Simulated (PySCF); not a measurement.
Br (bromine, neutral) across methods

[Ar] 3d10 4s2 4p4 4d1, one real determinant (an excited configuration). All numbers are calculated (PySCF 2.14, scalar relativity through the core potential, in aug-cc-pVTZ-PP with one added diffuse shell each of s, d, f type with ECP10MDF (7s5p5d3f, 68 functions)). The B2PLYP total includes its PT2 part (frozen core); its orbital energies are those of the SCF part.

```json
{"method": "r2SCANh", "E (hartree)": "-416.3293", "mean ε 4p α (eV)": "-13.607", "mean ε 4p β (eV)": "-11.766", "mean ε 4d α (eV)": "-0.572", "Σ⟨r²⟩ (bohr²)": "62.70", "⟨S²⟩": "3.755"}
{"method": "UHF", "E (hartree)": "-415.15634", "mean ε 4p α (eV)": "-18.038", "mean ε 4p β (eV)": "-15.569", "mean ε 4d α (eV)": "-1.638", "Σ⟨r²⟩ (bohr²)": "64.42", "⟨S²⟩": "3.760"}
{"method": "PBE", "E (hartree)": "-416.4584", "mean ε 4p α (eV)": "-12.539", "mean ε 4p β (eV)": "-10.885", "mean ε 4d α (eV)": "-0.511", "Σ⟨r²⟩ (bohr²)": "63.63", "⟨S²⟩": "3.753"}
{"method": "LDA", "E (hartree)": "-415.8619", "mean ε 4p α (eV)": "-12.559", "mean ε 4p β (eV)": "-10.939", "mean ε 4d α (eV)": "-0.422", "Σ⟨r²⟩ (bohr²)": "62.80", "⟨S²⟩": "3.751"}
{"method": "r2SCAN", "E (hartree)": "-416.3288", "mean ε 4p α (eV)": "-13.068", "mean ε 4p β (eV)": "-11.271", "mean ε 4d α (eV)": "-0.433", "Σ⟨r²⟩ (bohr²)": "62.88", "⟨S²⟩": "3.755"}
{"method": "M06", "E (hartree)": "-416.5570", "mean ε 4p α (eV)": "-14.057", "mean ε 4p β (eV)": "-12.231", "mean ε 4d α (eV)": "-0.672", "Σ⟨r²⟩ (bohr²)": "64.85", "⟨S²⟩": "3.753"}
{"method": "B2PLYP", "E (hartree)": "-416.0614", "mean ε 4p α (eV)": "-15.468", "mean ε 4p β (eV)": "-13.531", "mean ε 4d α (eV)": "-1.059", "Σ⟨r²⟩ (bohr²)": "64.07", "⟨S²⟩": "3.755"}
{"method": "CAM-B3LYP", "E (hartree)": "-416.4401", "mean ε 4p α (eV)": "-15.351", "mean ε 4p β (eV)": "-13.692", "mean ε 4d α (eV)": "-1.343", "Σ⟨r²⟩ (bohr²)": "62.80", "⟨S²⟩": "3.753"}
```

**Question.** Estimate the same row for PBE0.

**Answer.** E (hartree) = -416.4295; mean ε 4p α (eV) = -14.094; mean ε 4p β (eV) = -12.271; mean ε 4d α (eV) = -0.859; Σ⟨r²⟩ (bohr²) = 63.31; ⟨S²⟩ = 3.754.

⟨L²⟩ = 8.03 against 12 for a pure F term, so this real determinant mixes terms. Energies and moments cover only the electrons outside the core potential. The outer electron is Rydberg-like, and this basis confines it to a smaller radius and binds it less than a complete one would.
